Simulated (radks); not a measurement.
Values are calculated unless marked as measured or tabulated.
Species: Pr3+. Configuration: [Xe] 4f2. Code: a radial shooting solver on a logarithmic mesh with Libxc functionals. Model: scalar-relativistic Kohn-Sham, PBE, spin-polarised, spherical densities, finite nucleus; open shells are filled with parallel spins first (spin-orbit coupling, left out, can overturn this in heavy ions); Fermi nuclear charge, rms radius 4.8919 fm. Some entries of the table are withheld. Estimate them.

orbital,occ.,eigenvalue (hartree),<1/r> (bohr^-1)
1s down,1,-1537.664,64.68
1s up,1,-1537.664,64.68
2s up,1,-248.3153,14.93
2s down,1,-248.3152,14.93
2p up,3,-222.3113,14.11
2p down,3,-222.3113,14.11
3s up,1,-54.48432,5.430
3s down,1,-54.46373,5.431
3p up,3,-46.24698,5.136
3p down,3,-46.22649,5.138
3d up,5,-34.67648,4.873
3d down,5,-34.66059,4.874
4s up,1,-11.75077,2.271
4s down,1,-11.69300,2.271
4p up,3,-9.05386,2.094
4p down,3,-8.99559,2.095
4d up,5,-5.19350,1.831
4d down,5,-5.13480,1.831
5s up,1,-2.42591,0.9041
5s down,1,-2.39061,0.8976
5p up,3,-1.74002,(1)
5p down,3,-1.71303,(2)
4f up,2,(3),1.292
4f down,0,(4),1.280

Answer. 
(1) 5p up <1/r> (bohr^-1): 0.7805
(2) 5p down <1/r> (bohr^-1): 0.7735
(3) 4f up eigenvalue (hartree): -1.11782
(4) 4f down eigenvalue (hartree): -1.06530
